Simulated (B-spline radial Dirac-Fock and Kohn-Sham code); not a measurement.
# Relativistic shifts of the levels of Ce¹⁹⁺

System: the Ce¹⁹⁺ ion, configuration [Kr] 4d3.

Both columns are ΔSCF binding energies of the configuration average from an atomic code on a B-spline grid: non-relativistic Hartree-Fock with a point nucleus, and Dirac-Fock with a finite nucleus and the Coulomb interaction alone, averaged over the two j levels with weights 2j+1.

| shell | Hartree-Fock (eV) | Dirac-Fock (eV) | shift (eV) | shift (%) |
| --- | --- | --- | --- | --- |
| 1s | 39159.8 | 41111.5 | +1951.73 | +4.98 |
| 2s | 6590.4 | 7083.4 | +492.99 | +7.48 |
| 2p | 6244.4 | 6396.2 | +151.79 | +2.43 |
| 3s | 1821.7 | 1934.6 | +112.91 | +6.20 |
| 3p | 1671.8 | 1710.0 | +38.16 | +2.28 |
| 3d | 1395.8 | 1384.8 | -11.03 | -0.79 |
| 4s | 705.7 | 736.0 | +30.34 | +4.30 |
| 4p | 642.0 | 652.2 | +10.28 | +1.60 |
| 4d | 542.1 | 540.0 | -2.13 | -0.39 |

Relativity binds 1s, 2s, 2p, 3s, 3p, 4s, 4p more strongly, among those listed most of all 2s in relative terms, and 3d, 4d more weakly, because the contracted s and p shells screen the nucleus better.

Values without a named source are computed, but for edge energies of neutral atoms, which are taken from tables.
